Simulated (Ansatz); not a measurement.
`BB(O)N=C`, relaxed with RKS PBE-D4/def2-SVP in the Gaussian-basis code of Ansatz from a rough embedded geometry. The force threshold is 0.03 eV/Å; the program also tests the step.

Charge 0, multiplicity 1.

Start:

```xyz
10

B    -0.126    1.984    0.447
B     0.181    0.367    0.157
O     1.296   -0.243    0.831
N    -0.604   -0.468   -0.772
C    -0.466   -1.713   -1.010
H    -1.080    2.459   -0.174
H     0.532    2.618    1.123
H     1.001   -0.595    1.686
H     0.375   -2.200   -0.579
H    -1.109   -2.209   -1.707
```

Task: How much energy does the relaxation release, and in how many steps? (An estimate is asked.)

Result: Ansatz gave: 172.92 kJ/mol, in 24 steps, 3 of them rejected.

Task: Which bonds change most? (An estimate is asked.)

Result: Ansatz gave: B1–H7 from 1.137 to 1.226 Å; B2–N4 from 1.475 to 1.392 Å; C5–H9 from 1.063 to 1.117 Å; B2–O3 from 1.440 to 1.390 Å.

Task: Give the relaxed structure. (Best estimate.)

Result: Computed: 
```xyz
10

B    -0.043    1.698    0.280
B     0.225    0.042    0.628
O     0.779   -0.450    1.804
N    -0.113   -0.849   -0.387
C    -0.434   -1.566   -1.364
H    -0.779    2.072   -0.618
H     0.523    2.577    0.918
H     1.013    0.291    2.390
H     0.265   -1.766   -2.212
H    -1.437   -2.049   -1.439
```
